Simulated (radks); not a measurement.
Question: The tellurium ion Te4+ is in [Kr] 4d10 5s2. Method: scalar-relativistic Kohn-Sham, LDA (Slater exchange, Perdew-Wang correlation), spin-polarised, spherical densities, finite nucleus; Fermi nuclear charge, rms radius of each element as measured or else 0.836 A^(1/3) + 0.57 fm; computed with a radial shooting solver on a logarithmic mesh with Libxc functionals. Open shells are filled with parallel spins first. One electron is removed from 4p, 4s, 4d, 5s in turn, with full relaxation. Which removal costs least, and what does each cost?

Answer: 5s 59.318 eV; 4d 94.622 eV; 4p 168.38 eV; 4s 218.71 eV. The 5s electron leaves first.
